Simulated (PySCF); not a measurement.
CH10AlNSi2.
Structure used (PBE0-D3(BJ)/def2-SVP), in Å, numbered top down from 1:
```
atom  x, y, z in Å
C1     2.543   -0.755   -0.040
Al2    1.209    0.620    0.328
N3    -0.556    0.299    0.065
Si4   -1.140   -1.225   -0.577
Si5   -1.765    1.521    0.425
H6     3.538   -0.443    0.314
H7     2.297   -1.717    0.439
H8     2.625   -0.956   -1.122
H9     1.575    2.072    0.857
H10   -2.173   -1.826    0.326
H11   -0.002   -2.182   -0.711
H12   -1.772   -1.046   -1.923
H13   -2.529    1.903   -0.806
H14   -2.757    1.010    1.424
H15   -1.096    2.735    0.979
```

Level of theory: core-valence-separated Tamm–Dancoff BHandHLYP/aug-pcX-1 (pcseg-1 on H, def2-SVPD on Si, def2-SVPD on Al) in PySCF, non-relativistic, gas phase, PBE0-D3(BJ)/def2-SVP geometry. No empirical shift is added; at this level the pattern usually sits a few eV under experiment.

The lowest roots of each edge with f over 0.003 (five at most, numbered afresh; weaker and dark ones are left out), with transition dipoles (au) in the frame of the coordinates:

```json
{"root": "1", "edge": "C", "E (eV)": "285.38", "f": "0.0255", "μx": "0.0550", "μy": "-0.0208", "μz": "0.0138"}
{"root": "2", "edge": "C", "E (eV)": "285.55", "f": "0.0293", "μx": "-0.0239", "μy": "-0.0273", "μz": "0.0536"}
{"root": "3", "edge": "C", "E (eV)": "285.76", "f": "0.0269", "μx": "-0.0171", "μy": "-0.0489", "μz": "-0.0341"}
{"root": "4", "edge": "C", "E (eV)": "286.15", "f": "0.0070", "μx": "0.0139", "μy": "-0.0277", "μz": "-0.0056"}
{"root": "5", "edge": "N", "E (eV)": "398.06", "f": "0.0209", "μx": "-0.0040", "μy": "-0.0157", "μz": "0.0433"}
{"root": "6", "edge": "N", "E (eV)": "399.67", "f": "0.0192", "μx": "-0.0431", "μy": "-0.0061", "μz": "-0.0083"}
{"root": "7", "edge": "N", "E (eV)": "400.23", "f": "0.0346", "μx": "-0.0111", "μy": "0.0549", "μz": "0.0198"}
{"root": "8", "edge": "N", "E (eV)": "400.96", "f": "0.0069", "μx": "0.0256", "μy": "0.0068", "μz": "0.0026"}
```

Task: Molecules are fixed in this frame and the field points along x. What effective strengths 3 f cos²θ do the roots have (θ between field and μ)?

Result: root 1 (C1): 0.064, root 2 (C1): 0.012, root 3 (C1): 0.006, root 4 (C1): 0.004, root 5 (N3): 0.000, root 6 (N3): 0.055, root 7 (N3): 0.004, root 8 (N3): 0.019. Root 1 is the strongest. Averaged over all orientations cos²θ is 1/3, which gives f back.

